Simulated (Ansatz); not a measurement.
`NB(Cl)O[SiH3]`, charge 0, multiplicity 1.

**Question.** Give a relaxed structure at PBE0-D4/def2-TZVP (the Gaussian-basis code of Ansatz). (Best estimate.)

**Answer.** Computed: 
Cartesian coordinates in Å:
```
N 1.561 -0.656 0.276
B 0.832 0.428 0.772
Cl 1.593 1.466 1.999
O -0.427 0.744 0.376
Si -1.558 0.170 -0.665
H 1.202 -1.288 -0.418
H 2.492 -0.861 0.591
H -1.881 1.229 -1.650
H -2.770 -0.203 0.102
H -1.044 -1.030 -1.384
```
Point group Cs.
This is one stationary point; other conformers may exist.
